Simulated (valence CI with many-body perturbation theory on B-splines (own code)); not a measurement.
# E1 line list for W⁴²⁺

Level of theory: relativistic CI+MBPT: four valence electrons over a frozen Dirac-Fock core [Ar] 3d10, a basis of 11 s, 11 p, 10 d, 8 f, 5 g, 2 h functions for each j, with the one-electron correlation potential Σ1, the two-electron term Σ2, the three-electron term Σ3, Breit, model QED; selected CI, second order for the rest, scaled by the run's own slope (own B-spline code, finite nucleus).

No measured spectrum was set against this ion. As an estimate, large intervals hold to a few tenths of a per cent, small ones and those within an open d or f shell to about a per cent. Among the levels kept, up to 380 cm⁻¹ of a level comes from second order outside the variational space, and about a tenth of that is noise between levels of different J, which matters for small intervals.

Lines 1 to 50 of 549 in falling wavelength, among levels below 659.48 eV, chosen from the strongest by gf and those to the six lowest levels. Wavelengths and rates use the calculated energies. Electric multipoles are in the length gauge with retardation, E1 and E2 with the static RPA response of the core. Weak lines are less certain than strong ones. Lines between different terms over intervals too small for the method are left out, as are lines whose strength nearly cancels. Where a level lies close to another of its J and parity, the split of strength between their lines is uncertain. The highest levels of a list are the least certain.

Levels are named by their leading jj configuration (3d3/2^4 stands for four electrons in 3d with j = 3/2), which in mixed levels can hold well under half, so a name can repeat and another be missing. Letters in brackets count levels of one name in rising energy.

```csv
λ vac (Å),Upper,Lower,A (s⁻¹),log gf,Branch %
1061,(4s 4p1/2^2 4p3/2) J=1,(4s^2 4p3/2^2) J=2,7.45e+05,-3.42,0.0
229.5,(4s^2 4p1/2 4d3/2) J=2,(4s^2 4p3/2^2) J=2,1.78e+07,-3.15,0.2
197.1,(4s^2 4p1/2 4d3/2) J=1,(4s^2 4p3/2^2) J=0,1.18e+07,-3.69,0.0
171.7,(4s^2 4p1/2 4d3/2) J=1,(4s^2 4p3/2^2) J=2,2.03e+08,-2.57,0.0
162.0,(4s 4p1/2 4d3/2^2) J=3,(4s^2 4d3/2^2) J=2,6.47e+09,-0.75,1.3
161.3,(4s 4p1/2 4p3/2^2) J=2 [a],(4s^2 4p3/2^2) J=2,1.04e+09,-1.69,2.4
155.2,(4s 4p1/2 4p3/2 4d3/2) J=4,(4s^2 4p3/2 4d3/2) J=3,6.76e+09,-0.66,79.0
152.7,(4s^2 4p1/2 4d5/2) J=3,(4s^2 4p3/2^2) J=2,1.60e+09,-1.41,1.8
151.1,(4s 4p1/2 4p3/2 4f7/2) J=6,(4s^2 4p3/2 4f7/2) J=5,5.21e+09,-0.63,2.5
145.7,(4s 4p1/2 4d3/2 4d5/2) J=5,(4s^2 4d3/2 4d5/2) J=4,8.44e+09,-0.53,7.3
142.6,(4s 4p1/2 4p3/2 4f5/2) J=5 [b],(4s 4p3/2^2 4d5/2) J=4 [c],8.35e+09,-0.55,1.5
137.3,(4p1/2^2 4p3/2 4d5/2) J=4,(4s 4p1/2 4p3/2 4d5/2) J=3 [c],7.05e+09,-0.75,1.7
135.5,(4s 4p1/2 4p3/2 4d5/2) J=5,(4s^2 4p3/2 4d5/2) J=4,1.38e+10,-0.38,100.0
135.0,(4s 4p1/2^2 4p3/2) J=2,(4s^2 4p1/2 4p3/2) J=2,9.90e+09,-0.87,44.3
133.6,(4s 4p1/2 4p3/2^2) J=2 [b],(4s^2 4p3/2^2) J=2,5.34e+08,-2.15,0.1
130.2,(4s 4p1/2 4p3/2 4d5/2) J=4 [c],(4s^2 4p3/2 4d5/2) J=3,9.37e+09,-0.67,1.3
129.8,(4p1/2^2 4p3/2 4d5/2) J=3,(4s 4p1/2 4p3/2 4d5/2) J=2 [d],1.32e+10,-0.63,1.7
129.0,(4s 4p1/2^2 4f7/2) J=4,(4s^2 4p1/2 4f7/2) J=4,9.92e+09,-0.65,6.9
129.0,(4s 4p1/2^2 4p3/2) J=2,(4s^2 4p1/2 4p3/2) J=1,1.24e+10,-0.81,55.7
127.8,(4s 4p1/2^2 4f7/2) J=4,(4s^2 4p1/2 4f7/2) J=3,1.09e+10,-0.62,7.6
127.4,(4s 4p1/2 4p3/2^2) J=3,(4s^2 4p3/2^2) J=2,1.20e+10,-0.69,4.2
127.1,(4s 4p1/2 4p3/2 4f7/2) J=6,(4s 4p3/2^2 4d5/2) J=5,9.28e+09,-0.53,4.5
126.8,(4p1/2^2 4p3/2 4d5/2) J=3,(4s 4p1/2 4p3/2 4d5/2) J=3 [d],1.64e+10,-0.56,2.2
126.4,(4s 4p1/2 4p3/2^2) J=1 [a],(4s^2 4p3/2^2) J=0,1.06e+10,-1.12,2.4
126.2,(4p1/2^2 4p3/2 4d5/2) J=4,(4s 4p1/2 4p3/2 4d5/2) J=4 [b],9.70e+09,-0.68,2.3
126.0,(4s 4p1/2 4p3/2 4d5/2) J=3 [a],(4s^2 4p3/2 4d5/2) J=2,1.14e+10,-0.72,3.3
124.8,(4p1/2^2 4p3/2 4d5/2) J=4,(4s 4p1/2 4p3/2 4d5/2) J=3 [b],8.11e+09,-0.77,2.0
124.6,(4s 4p1/2 4p3/2 4d5/2) J=2 [c],(4s^2 4p3/2 4d5/2) J=1,1.60e+10,-0.73,2.1
123.2,(4s 4p1/2^2 4d3/2) J=2,(4s^2 4p1/2 4d3/2) J=2,1.62e+10,-0.73,32.5
123.0,(4s 4p1/2^2 4f5/2) J=3,(4s^2 4p1/2 4f5/2) J=3,1.36e+10,-0.66,18.4
122.5,(4p1/2^2 4p3/2 4d5/2) J=1,(4s 4p1/2 4p3/2 4d5/2) J=2 [c],3.69e+10,-0.60,6.2
121.2,(4s 4p1/2 4p3/2^2) J=1 [b],(4s^2 4p3/2^2) J=0,6.37e+09,-1.38,0.7
121.2,(4s 4p1/2^2 4f5/2) J=3,(4s 4p1/2 4p3/2 4d3/2) J=4,1.41e+10,-0.66,19.0
121.0,(4s 4p1/2 4p3/2 4d5/2) J=2 [b],(4s^2 4p3/2 4d5/2) J=2,1.69e+10,-0.73,4.3
120.4,(4s 4p1/2^2 4d5/2) J=2,(4s^2 4p1/2 4d5/2) J=3,2.90e+10,-0.50,13.6
120.0,(4s 4p1/2 4p3/2 4d5/2) J=3 [d],(4s^2 4p3/2 4d5/2) J=3,1.60e+10,-0.62,1.5
119.3,(4s 4p1/2^2 4f5/2) J=2,(4s^2 4p1/2 4f5/2) J=3,2.30e+10,-0.61,9.4
118.8,(4p1/2^2 4p3/2 4d5/2) J=2,(4s 4p1/2 4p3/2 4d5/2) J=2 [b],2.48e+10,-0.58,4.8
118.4,(4s 4p1/2 4p3/2 4f5/2) J=3 [c],(4s^2 4p3/2 4f5/2) J=3,1.14e+10,-0.78,1.4
117.5,(4s 4p1/2 4p3/2 4d5/2) J=2 [d],(4s^2 4p3/2 4d5/2) J=3,2.04e+10,-0.68,1.6
117.5,(4p1/2^2 4p3/2 4d3/2) J=3,(4s^2 4p1/2 4f7/2) J=4,1.91e+10,-0.56,3.7
117.2,(4s 4p1/2 4p3/2 4d5/2) J=4 [b],(4s^2 4p3/2 4d5/2) J=4,1.09e+10,-0.70,4.9
117.1,(4p1/2^2 4p3/2 4d5/2) J=3,(4s 4p1/2 4p3/2 4d5/2) J=4 [c],2.43e+10,-0.46,3.2
116.4,(4s 4p1/2^2 4p3/2) J=1,(4s^2 4p1/2 4p3/2) J=2,3.41e+10,-0.68,9.4
115.5,(4s 4p1/2 4p3/2^2) J=1 [a],(4s^2 4p3/2^2) J=2,8.66e+09,-1.28,1.9
115.4,(4s 4p1/2 4p3/2 4f7/2) J=4 [d],(4s 4p3/2^2 4d5/2) J=5,2.66e+10,-0.32,4.8
114.4,(4p1/2^2 4p3/2 4d5/2) J=2,(4s 4p1/2 4p3/2 4d5/2) J=3 [a],4.07e+10,-0.40,8.0
114.4,(4p1/2 4p3/2^3) J=2,(4s 4p3/2^3) J=2,2.23e+10,-0.66,1.9
114.0,(4s 4p1/2 4p3/2 4f7/2) J=5 [c],(4s 4p3/2^2 4d5/2) J=5,1.95e+10,-0.38,4.5
113.3,(4p1/2 4p3/2^3) J=1,(4s 4p3/2^3) J=2,3.27e+10,-0.72,2.1
```

**Question.** How does gf follow from A for the line at 229.5 Å?

**Answer.** gf = 1.4992 × (2J+1)_upper × A / σ², with σ = 435792 cm⁻¹ and 2J+1 = 5: gf = 0.000701.
